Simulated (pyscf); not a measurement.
F–SiH₂–SH, singlet

Gas-phase minimum from PySCF at ωB97X-D3(BJ)/def2-SVP, one conformer. 

SMILES: F[SiH2]S
```xyz
6

F      0.4863     1.9166    -0.5312
Si     0.2742     0.3045    -0.5524
S      0.8703    -0.5853     1.2781
H     -1.1672     0.0694    -0.8101
H      1.1530    -0.2734    -1.5956
H     -0.1951    -0.1401     1.9733
```

Bond lengths (Å): F1–Si2 1.626, Si2–S3 2.121, Si2–H4 1.483, Si2–H5 1.481, S3–H6 1.348. Bond angles (°): F1–Si2–S3 111.6, F1–Si2–H4 106.6, F1–Si2–H5 108.6, S3–Si2–H4 110.9, S3–Si2–H5 106.1, H4–Si2–H5 113.1, Si2–S3–H6 94.8.

Properties at ωB97X-D3(BJ)/def2-SVP:

```json
{
 "harmonic_wavenumbers_unscaled": "201, 256, 532, 547, 759, 819, 881, 940, 966, 2298, 2315, 2758 cm⁻¹",
 "zero_point_energy": "19.0 kcal/mol",
 "rotational_symmetry_number": "1",
 "Entropy of this conformer at 298 K and 1 atm, rigid rotor and harmonic oscillator, modes under 100 cm⁻¹ raised to 100": "291.2 J/(mol K)",
 "dipole_moment": "1.38 D"
}
```

Single-point totals, which compare only within one level (frozen core for MP2 and CC):

```
level                   total energy (hartree)
----------------------  ----------------------
ωB97X-D3(BJ)/def2-TZVP              -789.53486
PBE/def2-TZVP                       -789.06557
r²SCAN/def2-TZVP                    -789.39286
B3LYP-D3(BJ)/def2-TZVP              -789.53772
PBE0-D3(BJ)/def2-TZVP               -789.13231
M06-2X/def2-TZVP                    -789.41168
ωB97M-D3(BJ)/def2-TZVP              -789.59386
HF/def2-TZVPP                       -787.81404
MP2/def2-TZVPP                      -788.36714
CCSD/def2-TZVPP                     -788.40056
CCSD(T)/def2-TZVPP                  -788.42094
```

The CCSD(T) − MP2 part came from Ansatz, without density fitting, on the same reference.
